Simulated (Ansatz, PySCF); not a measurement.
C$_{3}$H$_{9}$GaO$_{2}$S, singlet, at a GFN2-xTB geometry (such geometries of metal compounds can be far from the true shape), with bond 4-3 at 1.8 times its length. Base run: CASSCF(4,4)/STO-3G (PySCF).

Here is a job for PySCF.
```python
from pyscf import gto, scf, mcscf
import numpy

mol = gto.M(
    atom='''
Ga    0.19655342    0.03392386    0.05237905
O     1.83532507    0.64220145    0.32052033
C     2.58970158    1.81184961    0.07190690
H     1.53262417    3.20549554   -0.82859193
H     2.95189362    2.20447514    1.02549415
H     3.44269588    1.55204880   -0.56020576
O    -0.11326932   -1.60555270    0.63686941
C     0.68771335   -2.57238027    1.29133072
H     0.22827944   -2.81467844    2.25308015
H     0.72742527   -3.47169630    0.67136056
H     1.70455945   -2.21344204    1.46319758
S    -1.54641711    1.04597486   -0.91656722
C    -2.78965743   -0.29296783   -0.80681455
H    -2.48419734   -1.13397313   -1.42168026
H    -3.71288448    0.13408454   -1.18561492
H    -2.91368158   -0.60235274    0.22640733
''',
    basis='sto-3g',
    verbose=3,
)

mf = scf.RHF(mol)
mf.kernel()
mc = mcscf.CASSCF(mf, 4, 4)
mc.fix_spin_(ss=0.0)
mc.kernel()
occ = numpy.linalg.eigvalsh(mc.fcisolver.make_rdm1(mc.ci, mc.ncas, mc.nelecas))[::-1]
ss = mc.fcisolver.spin_square(mc.ci, mc.ncas, mc.nelecas)[0]
print('natural occupations', occ.round(4), ' <S^2>', round(ss, 4))
```

Programs used: Ansatz (a quantum-chemistry and plane-wave program), PySCF; a row that names a program was run with it.

Each row names what was changed in the base input (with any setting that the change needs).

```tsv
change	ΔE vs base (kcal/mol)	natural occupations	<S^2> of the state	outcome
base	0.000	1.98 1.72 0.28 0.02	0.00	converged
active space = 6 electrons, 8 orbitals	-	-	-	not converged
code = ansatz	-1.06	-	-	converged
active space = 8 electrons, 9 orbitals	-23.46	1.97 1.97 1.92 1.72 0.28 0.09 0.03 0.02 0.00	0.00	converged
active space = 10 electrons, 9 orbitals	-	-	-	not converged
code = ansatz; correction = SC-NEVPT2, all electrons	-185.9	-	-	converged
solver = newton	-1.08	1.97 1.72 0.28 0.03	0.00	converged
orbitals = fixed (CASCI); correction = SC-NEVPT2	-181.0	2.00 1.90 0.10 0.00	0.00	converged
active space = 2 electrons, 3 orbitals	7.83	1.72 0.28 0.00	0.00	converged
start = MP2 natural orbitals	-1.08	1.97 1.72 0.28 0.03	0.00	converged
state_average = 2 states	-	-	-	not converged
```

Active orbitals are taken around the Fermi level unless the row says otherwise; CASSCF can end in different local minima, and two programs can end on different orbitals. State-averaged rows give the lowest state.
